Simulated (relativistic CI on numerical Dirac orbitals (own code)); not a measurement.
**Crystal-field levels of Ni+, 3d9**

Calculated by Dirac-Coulomb-Breit CI, orbitals from a KLI potential per configuration, a model potential for QED, one configuration in a parametric crystal field, unscaled Slater integrals (own radial code).

Field parameters in Wybourne normalisation: D3d B²₀ = −7Dσ, B⁴₀ = −14Dq − 21Dτ, B⁴₃ = −14√(10/7) Dq. The field is a parameter set, without covalency.

S and J are read from ⟨S²⟩ = S(S + 1) and ⟨J²⟩ = J(J + 1) of each level; they are not fictitious spins.

D3d, 10Dq = 11250, Dσ = -1200, Dτ = 380 cm⁻¹, the lowest 5 levels:

```csv
E (cm⁻¹),Degeneracy,Irrep,S,J
0.0,2,Γ5+Γ6,0.50,2.27
271,2,Γ4,0.50,2.11
12635,2,Γ4,0.50,2.23
13902,2,Γ4,0.50,2.29
14706,2,Γ5+Γ6,0.50,1.80
```

Principal g values of the ground doublet: 0.00, 0.00, 3.07.

D3d, 10Dq = 11250, Dσ = 1200, Dτ = 380 cm⁻¹, the lowest 5 levels:

```csv
E (cm⁻¹),Degeneracy,Irrep,S,J
0.0,2,Γ4,0.50,2.23
111,2,Γ5+Γ6,0.50,2.17
10653,2,Γ4,0.50,2.31
11174,2,Γ5+Γ6,0.50,1.93
17024,2,Γ4,0.50,2.08
```

Principal g values of the ground doublet: 0.12, 0.12, 2.66.

The free-ion ground term has S = 1/2. Every field shown keeps that spin.

Levels of this model without a field, named by their leading LS term: ²D5/2 0, ²D3/2 1450 cm⁻¹.
